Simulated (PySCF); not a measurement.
I (iodine, neutral) across methods

[Kr] 4d10 5s1 5p6, 2S determinant (an excited configuration). Computed with PySCF 2.14 in x2c-TZVPPall, with the spin-free X2C one-electron Hamiltonian (Gaussian nucleus).

```csv
method,E (hartree),mean ε 5s α (eV),mean ε 5p α (eV),mean ε 5p β (eV),Σ⟨r²⟩ (bohr²),⟨S²⟩
r2SCAN0,-7115.15,-21.295,-9.526,-8.248,62.72,0.758
PBE,-7114.74,-18.417,-7.865,-7.240,62.44,0.752
M06-L,-7115.03,-18.847,-8.071,-7.154,63.27,0.753
LC-wPBE,-7114.67,-24.121,-11.878,-10.518,62.29,0.753
LDA,-7108.67,-18.633,-7.990,-7.439,62.31,0.751
M06,-7115.29,-20.272,-9.035,-7.873,62.91,0.753
PBE0,-7114.81,-20.669,-9.204,-8.120,62.55,0.754
UHF,-7112.19183,-26.445,-12.306,-9.531,63.58,0.770
```

Q: Estimate the same row for r2SCAN.

A: E (hartree) = -7115.18; mean ε 5s α (eV) = -19.303; mean ε 5p α (eV) = -8.351; mean ε 5p β (eV) = -7.472; Σ⟨r²⟩ (bohr²) = 62.66; ⟨S²⟩ = 0.756.
